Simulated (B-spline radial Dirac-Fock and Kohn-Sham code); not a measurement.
X-ray form factors of thulium in several charge states

Method: relativistic Hartree-Fock (Dirac-Fock) wave functions, averaged over the configuration. Computed with a radial atomic solver.

Configurations: Tm²¹⁺ [Kr] 4d10 4f2; Tm²²⁺ [Kr] 4d10 4f1; Tm²⁶⁺ [Kr] 4d7; Tm²⁷⁺ [Kr] 4d6. The first column is f₀ of Tm²¹⁺, the others are differences from it.

| s (Å⁻¹) | Tm²¹⁺ | Δ Tm²²⁺ | Δ Tm²⁶⁺ | Δ Tm²⁷⁺ |
| --- | --- | --- | --- | --- |
| 0 | 48.000 | -1.000 | -5.000 | -6.000 |
| 0.1 | 47.498 | -0.970 | -4.862 | -5.838 |
| 0.2 | 46.042 | -0.884 | -4.469 | -5.373 |
| 0.3 | 43.776 | -0.757 | -3.874 | -4.671 |
| 0.4 | 40.912 | -0.606 | -3.157 | -3.820 |
| 0.5 | 37.695 | -0.451 | -2.403 | -2.922 |
| 0.7 | 31.122 | -0.188 | -1.065 | -1.315 |
| 0.9 | 25.471 | -0.034 | -0.211 | -0.275 |
| 1.1 | 21.292 | +0.027 | +0.151 | +0.176 |
| 1.4 | 17.373 | +0.036 | +0.167 | +0.201 |
